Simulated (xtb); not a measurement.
C₈H₁₂, charge -1, doublet, from a rough starting geometry (a state made from the parent by changing its charge; the spin is typed, not shown lowest); GFN2-xTB run with xtb.

The xtb input:
```
$ xtb mol.xyz --gfn 2 --chrg -1 --uhf 1 --opt vtight --json

# file mol.xyz
20

C     -0.70291662    -1.74965746    -0.13308448
C      0.71832557    -1.73300038    -0.10947975
C      1.54177592    -0.60571580    -0.53733873
C      1.50651388     0.56492642     0.63243339
C      0.67275041     1.69146697     0.12958957
C     -0.67012140     1.71678928     0.10951030
C     -1.54855558     0.57083821     0.52785710
C     -1.54679621    -0.54707960    -0.51203865
H     -1.17959761    -2.57752945     0.22378703
H      1.18620223    -2.57199552     0.23085200
H      1.17515056    -0.19405423    -1.51513185
H      2.57435523    -0.93592671    -0.72976592
H      2.56293959     0.91663032     0.69107280
H      1.17405405     0.11674416     1.46087423
H      1.20802755     2.60382035    -0.21479984
H     -1.16124782     2.56703738    -0.24300402
H     -1.22860366     0.16751742     1.45993903
H     -2.56419014     0.87198651     0.61661462
H     -1.20923985    -0.16592298    -1.47544556
H     -2.54148681    -0.92656334    -0.66318292
```

Problem. Write the output that xtb gives for this input, abridged.

Solution. 
```
   ID    Z sym.   atoms
    1    6 C      1-8
    2    1 H      9-20

           -------------------------------------------------
          |                Calculation Setup                |
           -------------------------------------------------

           -------------------------------------------------
          |                 G F N 2 - x T B                 |
           -------------------------------------------------

          ...................................................
          :                      SETUP                      :
          :.................................................:
          :  # basis functions                  44          :
          :  # atomic orbitals                  44          :
          :  # shells                           28          :
          :  # electrons                        45          :
          :  max. iterations                   250          :
          :  Hamiltonian                  GFN2-xTB          :
          :  restarted?                      false          :
          :  GBSA solvation                  false          :
          :  PC potential                    false          :
          :  electronic temp.          300.0000000     K    :
          :  accuracy                    1.0000000          :
          :  -> integral cutoff          0.2500000E+02      :
          :  -> integral neglect         0.1000000E-07      :
          :  -> SCF convergence          0.1000000E-05 Eh   :
          :  -> wf. convergence          0.1000000E-03 e    :
          :  Broyden damping             0.4000000          :
          :  net charge                         -1          :
          :  unpaired electrons                  1          :
          ...................................................

 iter      E             dE          RMSdq      gap      omega  full diag
   1    -23.6163177 -0.236163E+02  0.296E+00    0.95       0.0  T
   2    -23.5967452  0.195725E-01  0.253E+00    1.35       1.0  T
   3    -23.6412478 -0.445027E-01  0.185E+00    1.27       1.0  T
   4    -23.6886929 -0.474451E-01  0.615E-01    0.79       1.0  T
   5    -23.6894531 -0.760153E-03  0.239E-01    0.80       1.0  T
   6    -23.6903167 -0.863683E-03  0.822E-02    0.80       1.0  T
   7    -23.6903865 -0.697592E-04  0.311E-02    0.80       1.0  T
   8    -23.6903814  0.509298E-05  0.237E-02    0.80       1.0  T
   9    -23.6903927 -0.112726E-04  0.244E-03    0.80       9.1  T
[...]
 * total energy  :   -23.3075819 Eh     change       -0.3410253E-02 Eh
 * total energy  :   -23.3079095 Eh     change       -0.3275788E-03 Eh
 * total energy  :   -23.3080626 Eh     change       -0.1530945E-03 Eh
 * total energy  :   -23.3081033 Eh     change       -0.4073752E-04 Eh
 * total energy  :   -23.3081134 Eh     change       -0.1007854E-04 Eh
 * total energy  :   -23.3081168 Eh     change       -0.3458776E-05 Eh
 * total energy  :   -23.3081183 Eh     change       -0.1471113E-05 Eh
 * total energy  :   -23.3081191 Eh     change       -0.7864079E-06 Eh
 * total energy  :   -23.3081189 Eh     change        0.2057410E-06 Eh
 * total energy  :   -23.3081194 Eh     change       -0.5531111E-06 Eh
 * total energy  :   -23.3081196 Eh     change       -0.1329367E-06 Eh
 * total energy  :   -23.3081196 Eh     change       -0.7016931E-07 Eh
   *** GEOMETRY OPTIMIZATION CONVERGED AFTER 14 ITERATIONS ***
         :: total energy             -23.308119642166 Eh    ::
[...]
     #   Z sym  total        # sym  WBO       # sym  WBO       # sym  WBO
 ---------------------------------------------------------------------------
     1   6 C    3.879 --     2 C    1.588     8 C    1.075     9 H    0.969
     2   6 C    3.879 --     1 C    1.588     3 C    1.075    10 H    0.969
     3   6 C    3.990 --     2 C    1.075    12 H    0.982    11 H    0.974
                             4 C    0.890
     4   6 C    3.990 --     5 C    1.075    13 H    0.982    14 H    0.974
                             3 C    0.890
     5   6 C    3.879 --     6 C    1.588     4 C    1.075    15 H    0.969
     6   6 C    3.879 --     5 C    1.588     7 C    1.075    16 H    0.969
     7   6 C    3.990 --     6 C    1.075    18 H    0.982    17 H    0.974
                             8 C    0.890
     8   6 C    3.990 --     1 C    1.075    20 H    0.982    19 H    0.974
                             7 C    0.890
     9   1 H    0.996 --     1 C    0.969
    10   1 H    0.996 --     2 C    0.969
    11   1 H    1.000 --     3 C    0.974
    12   1 H    0.999 --     3 C    0.982
    13   1 H    0.999 --     4 C    0.982
    14   1 H    1.000 --     4 C    0.974
    15   1 H    0.996 --     5 C    0.969
    16   1 H    0.996 --     6 C    0.969
    17   1 H    1.000 --     7 C    0.974
    18   1 H    0.999 --     7 C    0.982
    19   1 H    1.000 --     8 C    0.974
    20   1 H    0.999 --     8 C    0.982
 ---------------------------------------------------------------------------

Topologies differ in total number of bonds
Writing topology from bond orders to xtbtopo.mol

molecular dipole:
                 x           y           z       tot (Debye)
 q only:        0.003       0.021       0.005
   full:        0.003       0.021       0.005       0.055
molecular quadrupole (traceless):
                xx          xy          yy          xz          yz          zz
 q only:       -0.560      -0.005      -7.676      -0.037      -0.501       8.236
  q+dip:        3.007       0.003      -9.456      -0.019      -3.901       6.450
   full:        2.175       0.001      -9.100      -0.023      -3.133       6.925

optimized geometry written to: xtbopt.xyz

           -------------------------------------------------
          | TOTAL ENERGY              -23.308119642166 Eh   |
          | GRADIENT NORM               0.000078173938 Eh/α |
          | HOMO-LUMO GAP               1.033425996455 eV   |
           -------------------------------------------------
```
